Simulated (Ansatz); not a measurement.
`N=[C](S)[SnH3]` + `B[SiH2]F` → `F[SiH2][BH][SnH3]` + `N=CS`  (formal exchange of groups at the Sn–C bond)

Gas-phase electronic energies from Ansatz, PBE0-D4/def2-TZVP geometries. CBS: MP2 limit from def2 TZ/QZ plus the TZ coupled-cluster correction, frozen cores. This one scheme is used for every species. Functionals use def2-TZVPP. B3LYP here is the variant with VWN-RPA as its local correlation; programs differ in this. Elements past krypton have def2 core potentials. For Sn outer-core shells are correlated without core-valence functions, which leaves a few kJ/mol of doubt a bond. One conformer a species, not always the lowest.

| level | ΔE (kcal/mol) | difference from CCSD(T)/CBS |
| --- | --- | --- |
| PBE-D4 | -7.5 | -1.3 |
| PBE0-D4 | -8.0 | -1.8 |
| B3LYP-D4 | -6.1 | 0.1 |
| PBE | -7.9 | -1.7 |
| r2SCAN | -7.2 | -1.0 |
| B3LYP | -6.9 | -0.7 |
| HF/def2-TZVPP | -7.2 | -1.0 |
| SCS-MP2/def2-TZVPP | -5.2 | 1.0 |
| CCSD/def2-TZVPP | -7.0 | -0.8 |
| CCSD(T)/def2-TZVPP | -6.5 | -0.3 |
| CCSD(T)/CBS | -6.2 | 0 |

Largest T1 diagnostic among the species: 0.015.

The D4 term adds +0.8 kcal/mol with B3LYP and +0.4 kcal/mol with PBE0; it sums over pairs of atoms, weighted by their polarisabilities, and B3LYP, whose exchange is more repulsive, gets the larger term.
